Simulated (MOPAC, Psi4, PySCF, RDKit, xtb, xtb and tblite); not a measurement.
Two geometries of SMILES C(C[SiH2][SeH])(C)C (C₄H₁₂SeSi), relaxed at GFN2-xTB with one dihedral held; other torsions can differ between them too.

Structure A

```
18

C     -1.5036     0.1469     1.0346
C     -0.9488    -0.7321    -0.0811
C     -1.3977    -0.2108    -1.4419
C      0.5732    -0.8463     0.0007
Si     1.5578     0.7628    -0.1965
Se     3.7443     0.0710    -0.0007
H     -1.1542    -0.1966     2.0056
H     -1.1888     1.1790     0.8992
H     -2.5911     0.1192     1.0338
H     -1.3613    -1.7415     0.0471
H     -0.9701    -0.8083    -2.2437
H     -1.0856     0.8223    -1.5763
H     -2.4815    -0.2530    -1.5253
H      0.9157    -1.5490    -0.7650
H      0.8423    -1.2933     0.9625
H      1.3393     1.7510     0.8606
H      1.4410     1.3976    -1.5099
H      4.3171     1.3690    -0.1735
```

Structure B

```
18

C     -1.2016    -0.4012    -1.7347
C     -0.9761    -0.6223    -0.2424
C     -1.7469    -1.8534     0.2283
C      0.5185    -0.7806     0.0574
Si     1.5474     0.8228     0.0706
Se     0.2014     2.6274    -0.3869
H     -0.6646     0.4803    -2.0829
H     -0.8517    -1.2615    -2.3029
H     -2.2591    -0.2571    -1.9437
H     -1.3607     0.2512     0.3015
H     -1.6378    -1.9925     1.3020
H     -1.3769    -2.7456    -0.2738
H     -2.8059    -1.7477     0.0039
H      0.9499    -1.4824    -0.6578
H      0.6296    -1.2426     1.0409
H      2.5947     0.8136    -0.9530
H      2.1334     1.0801     1.3875
H      1.1876     3.6125    -0.0667
```

**Question.** Which is lower in energy at the level B3LYP-D3(BJ)/def2-SVP // GFN2-xTB in Psi4, and by how much?

**Answer.** A is lower, by 3.07 kJ/mol (dihedral C2–C4–Si5–Se6: 180° in A, 0° in B).

E(B) − E(A) in kJ/mol at the other levels, on the same two geometries: GFN2-xTB (xtb and tblite) 3.87; B3LYP/def2-SVP // GFN2-xTB (Psi4) 5.13; PBE/def2-SVP // GFN2-xTB (Psi4) 4.37; PBE-D3(BJ)/def2-SVP // GFN2-xTB (Psi4) 3.33; UFF // GFN2-xTB (RDKit) 4.92; PM3, restricted, heats of formation // GFN2-xTB (MOPAC) -8.20; PM7, restricted, heats of formation // GFN2-xTB (MOPAC) -6.86; GFN1-xTB // GFN2-xTB (xtb) 3.23; restricted B3LYP/6-31G*, spherical d, density fitting // GFN2-xTB (PySCF) 5.25; restricted MP2 (frozen core)/6-31G*, spherical d // GFN2-xTB (PySCF) 4.33; restricted B3LYP/LANL2DZ, with its core potentials past Ne // GFN2-xTB (PySCF) 5.93; restricted Hartree-Fock/LANL2DZ, with its core potentials past Ne // GFN2-xTB (PySCF) 7.44.
